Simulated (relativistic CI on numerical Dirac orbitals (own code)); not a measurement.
**Zr3+: 3d photoemission**

Computed with this model: Dirac-Coulomb-Breit CI, separate exchange-only KLI orbitals for each configuration, a model potential for QED, multiplet model of photoemission in the sudden approximation, unscaled Slater integrals; configurations [Kr] 4d → [Ar] 3d9 4s2 4p6 4d; 80 K; Lorentzian 0.21 eV and Gaussian 0.5 eV FWHM. Energies are those of the free ion, without screening or charge transfer. The energies are binding energies and can lie tens of eV above those of solids. S is read from ⟨S²⟩ = S(S + 1).

Field parameters in Wybourne normalisation: D3d B²₀ = −7Dσ, B⁴₀ = −14Dq − 21Dτ, B⁴₃ = −14√(10/7) Dq; D4h B²₀ = −7Ds, B⁴₀ = 21(Dq − Dt), B⁴₄ = 21√(5/14) Dq. The field is a parameter set, without covalency.

free ion: ground-state S = 0.50, centroid 219.82 eV. Peaks (eV, height): 217.6 (16), 218.6 (100), 220.9 (60), 221.7 (40).

D4h, 10Dq = 28950, Ds = -1220, Dt = 310 cm⁻¹: ground-state S = 0.50, centroid 219.85 eV. Peaks (eV, height): 218.8 (100), 221.2 (66).

D3d, 10Dq = 25200, Dσ = -490, Dτ = 80 cm⁻¹: ground-state S = 0.50, centroid 219.84 eV. Peaks (eV, height): 218.7 (100), 221.1 (62).

Strongest unbroadened transitions for D3d, 10Dq = 25200, Dσ = -490, Dτ = 80 cm⁻¹:

| Energy (eV) | Relative strength |
| --- | --- |
| 217.91 | 54.5 |
| 218.56 | 100.0 |
| 218.57 | 46.6 |
| 218.59 | 55.7 |
| 218.66 | 38.9 |
| 218.69 | 67.4 |
| 218.74 | 32.4 |
| 219.01 | 48.9 |
| 219.04 | 44.7 |
| 219.07 | 27.6 |
| 219.18 | 35.6 |
| 219.26 | 39.1 |
| 220.68 | 32.9 |
| 220.94 | 45.5 |
| 221.00 | 54.8 |
| 221.06 | 45.1 |
| 221.09 | 32.0 |
| 221.54 | 43.7 |
